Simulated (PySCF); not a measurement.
Below is a simulated gas-phase O 1s photoelectron spectrum of `C=[N][GeH2][C](=O)O`.

Every computed line was given a Gaussian of 0.5 eV full width at half maximum and an area set by the number of equivalent atoms; the highest printed point is 100. Theory: delta-SCF UKS SCAN, pcX-2 on the ionised atom, pcseg-1 elsewhere, spin-free X2C in PySCF 2.14.0.

(binding energy (eV), intensity): (537.4, 0), (537.5, 1), (537.6, 4), (537.7, 12), (537.8, 28), (537.9, 54), (538.0, 82), (538.1, 100), (538.2, 98), (538.3, 77), (538.4, 48), (538.5, 24), (538.6, 10), (538.7, 3), (538.8, 1), (538.9, 0), (539.0, 0), (539.1, 0), (539.2, 0), (539.3, 0), (539.4, 0), (539.5, 1), (539.6, 4), (539.7, 11), (539.8, 27), (539.9, 52), (540.0, 81), (540.1, 100), (540.2, 99), (540.3, 78), (540.4, 50), (540.5, 25), (540.6, 10), (540.7, 3), (540.8, 1)

**Question.** Count the maxima, the lines and the sites behind this envelope.

**Answer.** The curve has 2 maxima (at 538.1 and 540.1 eV). Under it lie 2 lines from 2 inequivalent oxygen sites.

**Question.** Decompose the envelope and assign each component. Numbering: `[CH2:1]=[N:2][GeH2:3][C:4](=[O:5])[OH:6]`.

**Answer.** 
```json
{"position (eV)": "538.14", "relative area": "1", "line": "O 1s", "atoms": "O5", "environment": "acid carbonyl oxygen"}
{"position (eV)": "540.15", "relative area": "1", "line": "O 1s", "atoms": "O6", "environment": "acid hydroxyl oxygen"}
```

**Question.** Above which line width would these two lines show one maximum?

**Answer.** Two equal Gaussians merge once their distance is under 2σ = FWHM/1.177. With 2.00 eV between them that is a full width over 2.35 eV.

The listed O 1s values span 2.01 eV, from O5 (bonded to C (double bond)) to O6 (bonded to C and H). Summing the Pauling electronegativity differences to the bonded atoms, each weighted by its formal bond order, gives -1.78 for the lowest site and -2.13 for the highest; the largest sum, -1.78, belongs to O5, 2.01 eV below the top. The smallest sum, -2.13, belongs to O6, 2.01 eV above the lowest.

Shake-up satellites, vibrational structure and lifetime widths aren't simulated. One conformer (not necessarily the lowest) at the PBE0-D3(BJ)/def2-SVP geometry, without solvent, vibrations or thermal averaging.

Shape of the structure used: `[CH2:1]=[N:2][GeH2:3][C:4](=[O:5])[OH:6]`: C1–N2–Ge3–C4 -1°, N2–Ge3–C4–O5 9°, H–O6–C4–Ge3 180°.
